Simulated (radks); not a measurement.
The numbers below are computed, except where a source is named.
Species: Tm V. Configuration: [Xe] 4f11. Level of theory: scalar-relativistic Kohn-Sham, LDA (Slater exchange, Perdew-Wang correlation), spin-polarised, spherical densities, finite nucleus; open shells are filled with parallel spins first (spin-orbit coupling, left out, can overturn this in heavy ions); Fermi nuclear charge, rms radius 5.2256 fm (a radial shooting solver on a logarithmic mesh with Libxc functionals).

Normalised radial functions P(r) = r R(r), r in bohr:

r	4f down
0.001106	0.0000
0.001267	0.0000
0.001452	0.0000
0.001676	0.0000
0.001921	0.0000
0.0022	0.0000
0.002521	0.0000
0.002911	0.0000
0.003336	0.0000
0.003821	0.0000
0.004378	0.0000
0.005056	0.0000
0.005793	0.0000
0.006637	0.0000
0.007604	0.0000
0.008781	0.0000
0.01006	0.0001
0.01153	0.0001
0.01321	0.0001
0.01525	0.0002
0.01747	0.0004
0.02002	0.0007
0.02293	0.0011
0.02649	0.0018
0.03035	0.0029
0.03477	0.0046
0.03983	0.0073
0.046	0.0117
0.0527	0.0181
0.06038	0.0277
0.06917	0.0418
0.07989	0.0636
0.09153	0.0929
0.1049	0.1332
0.1201	0.1871
0.1387	0.2617
0.159	0.3504
0.1821	0.4570
0.2086	0.5795
0.241	0.7207
0.2761	0.8564
0.3163	0.9830
0.3624	1.0880
0.4185	1.1629
0.4794	1.1909
0.5493	1.1748
0.6293	1.1176
0.7268	1.0202
0.8327	0.9036
0.954	0.7736
1.093	0.6398
1.262	0.5030
1.446	0.3850
1.657	0.2820
1.898	0.1964
2.192	0.1255
2.511	0.0764
2.877	0.0428
3.297	0.0217
3.807	0.0093
4.362	0.0037

4f down: eigenvalue -55.719 eV, 0 radial nodes, <r> = 0.717 bohr, 90 % of the charge inside 1.21 bohr.
